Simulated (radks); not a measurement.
The carbon ion C+ inside a hard spherical wall (all orbitals vanish at R), configuration held at [He] 2s2 2p1 and not refilled when levels cross. Calculated with a radial shooting solver on a logarithmic mesh with Libxc functionals: non-relativistic Kohn-Sham, PBE, spin-unpolarised, spherical densities, point nucleus. Eigenvalues in eV, with the zero of energy where the potential of the charges vanishes at infinity; a dash marks a level that is unbound or too diffuse for the functional's potential to be trusted. A positive occupied level is held by the wall or, in an anion where self-interaction has pushed it up, behind a barrier. The pressure on the wall is -dE/dV.

| R (bohr) | E (hartree) | kinetic (hartree) | e(1s) | e(2s) | e(2p) | e(3s, empty) | e(3p, empty) | pressure (GPa) |
|---|---|---|---|---|---|---|---|---|
| free | -37.34893 | 37.240 | -288.27 | -25.745 | -17.008 | - | - | 0 |
| 15 | -37.34893 | 37.240 | -288.27 | -25.745 | -17.008 | - | - | < 0.0001 |
| 6 | -37.34850 | 37.245 | -288.23 | -25.719 | -16.975 | -2.738 | -0.211 | 0.0573 |
| 5 | -37.34557 | 37.270 | -288.03 | -25.596 | -16.818 | 0.464 | 3.374 | 0.646 |
| 4 | -37.32289 | 37.424 | -287.03 | -24.945 | -16.017 | 8.929 | 11.889 | 7.78 |
| 3.5 | -37.27680 | 37.678 | -285.59 | -23.919 | -14.816 | 18.033 | 20.415 | 28.1 |
| 2 | -35.73322 | 42.673 | -266.13 | -1.697 | 6.343 | 133.28 | 115.80 | 2070 |
| 1.5 | -32.23583 | 50.949 | -244.67 | 41.556 | 39.859 | 299.12 | 241.69 | 13100 |
